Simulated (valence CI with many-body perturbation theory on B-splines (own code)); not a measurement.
Results of a calculation; reference values are marked as such.
Ba⁴²⁺: input, log and results

The program does CI of the valence electrons with many-body perturbation theory for a frozen closed Dirac-Fock core.

Command, and the settings that its task file holds:

```sh
python run_cv.py task.json out
```

```
atom Ba  Z=56  mass_number=138  rms_radius_fm=4.8378
core [Ne]
valence 3s2 3p2
avg = 1
basis = S
breit = 1
cap = 10000
capref = 1200
cscale = 1
de = 0.0
dress = 0
eps = 2e-08
extrap = 1
h = 0.27
hh = 1
l2 = 3
lcore = 6
maxit = 60
n2 = 5
natural = 1
nlev = 20
nno = [3, 3, 3, 2, 1]
nroot = 26
ns = 4
nsp = [3, 3, 2, 1, 0]
pt2 = 1
qed = 1
rpa = 1
s1 = 1
s2 = 1
s3 = 1
screen = 1
tol = 2e-05
whole = 1
```

Log. The first blocks belong to the next ion, which gives the ionisation energy. Fields: 2J, parity (1 odd), roots, reference size, generating configurations, candidates as configurations/state functions, variational space P, stored matrix elements, Davidson steps; e2 is the range of second-order energies in hartree. The first line gives the box (bohr), its intervals, the orbitals and the steps of their self-consistent field. Window is the range of levels sought, series limit the energy at which the first omitted orbital would enter, core excitation an estimate of the first excitation out of the core, left out the lowest levels not solved, and shifts from estimates the range by which levels moved from their first estimate, all in cm⁻¹.

```
rmax 2.0 intervals 56 orbitals 36 references ['3s2 3p2', '3s 3p3', '3s2 3p 3d', '3p4', '3s 3p2 3d'] scf 3 t 0.7
2J=1 par=1 roots 2 ref 37 generators 7 cand 1120/1674 P 684/1000 nnz 0 it 0
2J=1 par=1 roots 2 ref 37 generators 8 cand 466/711 P 861/1274 nnz 0 it 0
   second order: generators 13 cand 961/1415 e2 -0.00000 -0.00000
reference levels 484, estimated 63, window 2897309 1/cm; series limit 17908976, core excitation 36798559
2J=0 par=0 roots 3 ref 24 generators 10 cand 1533/2582 P 1864/2902 nnz 7.5e+05 it 3
2J=0 par=0 roots 3 ref 24 generators 14 cand 1562/2815 P 2181/3443 nnz 1e+06 it 4
   second order: generators 18 cand 2521/5027 e2 -0.00001 -0.00000
2J=2 par=0 roots 3 ref 41 generators 8 cand 2799/11443 P 1123/3549 nnz 1.5e+06 it 4
2J=2 par=0 roots 3 ref 41 generators 13 cand 2775/11417 P 2113/7404 nnz 5.5e+06 it 5
   second order: generators 17 cand 2751/13045 e2 -0.00002 -0.00001
2J=4 par=0 roots 4 ref 62 generators 12 cand 3335/17951 P 1162/3586 nnz 1.5e+06 it 5
2J=4 par=0 roots 4 ref 62 generators 22 cand 2981/16927 P 2485/9994 nnz 8.9e+06 it 7
   second order: generators 28 cand 3330/21793 e2 -0.00006 -0.00002
2J=4 par=1 roots 8 ref 65 generators 19 cand 3292/17844 P 1073/3578 nnz 1.6e+06 it 5
2J=4 par=1 roots 8 ref 65 generators 19 cand 3020/16822 P 2412/9994 nnz 9.1e+06 it 7
   second order: generators 32 cand 3097/19497 e2 -0.00007 -0.00002
2J=2 par=1 roots 6 ref 53 generators 17 cand 3020/12551 P 1255/3571 nnz 1.5e+06 it 4
2J=2 par=1 roots 6 ref 53 generators 19 cand 2701/11533 P 2830/9846 nnz 8.1e+06 it 6
   second order: generators 29 cand 3234/17037 e2 -0.00002 -0.00001
2J=6 par=1 roots 4 ref 57 generators 14 cand 2943/17416 P 1028/3577 nnz 1.6e+06 it 4
2J=6 par=1 roots 4 ref 57 generators 17 cand 2954/17253 P 2343/9998 nnz 9.3e+06 it 7
   second order: generators 27 cand 3321/24545 e2 -0.00005 -0.00003
2J=0 par=1 roots 2 ref 20 generators 8 cand 2288/3886 P 1404/2249 nnz 0 it 4
2J=0 par=1 roots 2 ref 20 generators 11 cand 1954/3321 P 1912/3142 nnz 8.8e+05 it 5
   second order: generators 14 cand 2372/4410 e2 -0.00001 -0.00001
2J=8 par=1 roots 1 ref 38 generators 5 cand 2481/12754 P 838/3248 nnz 1.7e+06 it 4
2J=8 par=1 roots 1 ref 38 generators 8 cand 2750/14266 P 1249/5027 nnz 3.2e+06 it 5
   second order: generators 11 cand 2835/16570 e2 -0.00004 -0.00004
2J=6 par=0 roots 1 ref 44 generators 5 cand 2865/16481 P 953/3553 nnz 1.7e+06 it 5
2J=6 par=0 roots 1 ref 44 generators 7 cand 2588/15467 P 1704/7809 nnz 6.3e+06 it 5
   second order: generators 12 cand 2978/18391 e2 -0.00005 -0.00005
left out: unestimated 4245430, estimated 3414537, shifts from estimates -1 to 36
```

**Question.** What became of the run, and why?

**Answer.** It gave no result: the setting left no core shell for the response of the core. The program said: "need at least one array to concatenate".
